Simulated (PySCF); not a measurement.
Te(GeH3)2 (Ge₂H₆Te), SMILES [GeH3][Te][GeH3]. Heavy atoms are numbered as in [Te:1]([GeH3:2])[GeH3:6]. Hydrogens are named by the atom that carries them.

Geometry optimised at B3LYP-D3(BJ)/def2-SVP. This is a generated structure with no PubChem entry under its InChIKey; it may be hypothetical. The def2 effective core potentials stand for the cores of Te; spin–orbit coupling is left out.

Computed with PySCF with PBE/def2-TZVP.

Atomic charges (e), one atom of each kind:

```json
[
 {"atom": "Te1", "Mulliken": "-0.23", "Löwdin": "0.10"},
 {"atom": "Ge2 (GeH3)", "Mulliken": "0.06", "Löwdin": "0.11"},
 {"atom": "H on Ge2", "Mulliken": "0.02", "Löwdin": "-0.05"}
]
```
